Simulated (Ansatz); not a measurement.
Reaction (cleavage of the Al–B bond): `[CH3][Al]([Cl])[BH]S` + H₂S → `[CH3][Al]([SH])[Cl]` + `BS`

Isolated molecules relaxed with PBE0-D4/def2-TZVP in Ansatz; ΔE leaves out vibrations. CCSD(T)/CBS adds triple-zeta CCSD(T) − MP2 to the extrapolated MP2 energy (def2 sets, frozen cores). This one scheme is used for every species. Functionals use def2-TZVPP. One conformer a species, not always the lowest.

```tsv
level	ΔE (kJ/mol)	difference from CCSD(T)/CBS
LDA (SPW92)	-129.5	7.9
PBE-D4	-130.0	7.4
revPBE-D4	-130.2	7.2
B97M-V	-142.2	-4.8
BHLYP-D4	-143.2	-5.8
PBE	-131.2	6.2
revPBE	-131.6	5.8
r2SCAN	-142.3	-4.9
PBE0	-135.9	1.5
r2SCANh	-143.1	-5.7
CAM-B3LYP	-140.5	-3.1
LC-ωPBE	-138.2	-0.8
MP2/def2-SVP	-143.9	-6.5
SCS-MP2/def2-TZVPP	-143.3	-5.9
MP2/def2-QZVPP	-146.2	-8.8
MP2/CBS(def2)	-147.1	-9.7
CCSD(T)/CBS	-137.4	0
```

Largest T1 diagnostic among the species: 0.015.

From BLYP to BHLYP (50 % exact exchange), in def2-TZVPP and without D4, ΔE moves by −8.8 kJ/mol. Leaving LDA and LC-ωPBE aside and taking each functional with its dispersion term where it has one, the values, not all of them listed here, spread over 13.3 kJ/mol, from r2SCAN0-D4 to PBE-D4.
